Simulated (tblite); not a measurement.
Run record: molecular-dynamics run, `C#C/C=C(\OC)[S@](C)=O`.

Computed with GFN2-xTB (tblite), gas phase: Langevin dynamics at 300 K from the optimised GFN2-xTB geometry, time step 0.5 fs, friction 0.01 fs⁻¹, 2000 steps. The input is one job of a driver script: a line of settings, then coordinates in Å. «temperature» is in K, «steps» counts time steps and «every» is the stride of the printed frames; «frames» go on to single points.

Command:
```bash
OMP_NUM_THREADS=1 python probes_run.py task.json out
```

Input:
```
{"job": {"kind": "md", "xc": "GFN2-xTB", "basis": "xTB", "temperature": 300, "steps": 2000, "every": 50, "frames": 5}, "charge": 0, "multiplicity": 1}
C     -1.861004    -3.102975     1.095685
C     -1.024617    -2.240425     1.089824
C     -0.031626    -1.247458     1.085398
C     -0.153450    -0.046650     0.514177
O     -1.247893     0.371920    -0.160837
C     -1.390585     1.759039    -0.371157
S      1.288527     1.090277     0.613696
C      1.969342     0.548803    -1.024311
O      2.169736     0.501609     1.618242
H     -2.591749    -3.854939     1.108276
H      0.901755    -1.468681     1.586299
H     -2.381505     1.887017    -0.803844
H     -1.328469     2.315968     0.567900
H     -0.640481     2.146330    -1.067207
H      2.223458    -0.503499    -0.959710
H      1.229864     0.720047    -1.798213
H      2.861697     1.135649    -1.216980
```

Output:
```
t/fs     T/K      E/eV
    0.0   259.0   -766.70863
   25.0   215.9   -766.39453
   50.0   335.1   -766.40900
   75.0   273.7   -766.21247
  100.0   290.4   -766.29315
  125.0   259.3   -766.14967
  150.0   234.8   -766.21952
  175.0   304.0   -766.36917
  200.0   257.4   -766.24228
  225.0   251.2   -766.17342
  250.0   233.4   -765.97354
  275.0   263.7   -766.05509
  300.0   332.0   -766.20910
  325.0   375.1   -766.22196
  350.0   318.2   -766.17781
  375.0   288.7   -766.06469
  400.0   278.0   -766.13925
  425.0   207.0   -766.16220
  450.0   251.3   -766.15997
  475.0   266.9   -766.03528
  500.0   319.8   -766.06977
  525.0   352.1   -766.11288
  550.0   316.3   -766.12117
  575.0   262.4   -766.03042
  600.0   303.2   -766.15128
  625.0   260.1   -765.84291
  650.0   384.3   -766.23689
  675.0   371.0   -766.18082
  700.0   256.5   -766.14199
  725.0   238.6   -766.03794
  750.0   295.9   -766.06514
  775.0   339.8   -766.12596
  800.0   295.9   -766.02305
  825.0   318.6   -766.24715
  850.0   284.5   -766.13795
  875.0   327.8   -766.05705
  900.0   372.2   -766.28431
  925.0   264.6   -766.14370
  950.0   239.7   -766.22417
  975.0   319.4   -766.36461
 1000.0   185.3   -766.07084
```

E is the potential energy; T comes from the kinetic energy over all 3N coordinates.

Task: Sum up the printed frames.

Result: 41 frames over 1000 fs. T runs from 185 K (1000 fs) to 384 K (650 fs), with a mean of 288 K over all frames and 300 K from 500 fs on. E starts at -766.709 eV, peaks 0.866 eV above that at 625 fs, and averages 0.581 eV above it from 500 fs on.

Task: Give the last frame.

Result: 0.63 Å rms from the start after alignment:
```
atom  x, y, z in Å
C1     -2.714   -2.010    2.818
C2     -1.945   -1.191    2.428
C3     -0.792   -0.552    1.955
C4     -0.801    0.391    0.974
O5     -1.929    0.840    0.384
C6     -1.956    2.135   -0.196
S7      0.712    1.477    0.692
C8      1.487    0.327   -0.580
O9      1.548    1.231    1.847
H10    -3.510   -2.562    3.180
H11     0.133   -0.769    2.400
H12    -2.327    2.858    0.519
H13    -1.003    2.500   -0.637
H14    -2.675    1.964   -1.066
H15     1.695   -0.589   -0.157
H16     0.757    0.086   -1.389
H17     2.271    0.736   -1.149
```

Task: Estimate the wall time. Hardware: one thread of an Arm Neoverse N1, no GPU, shared host with 64 logical CPUs at a one-minute load of 35. And the peak memory of the process?

Result: About 24 s, with 0.18 GiB resident at the peak, the Python interpreter and its libraries included.
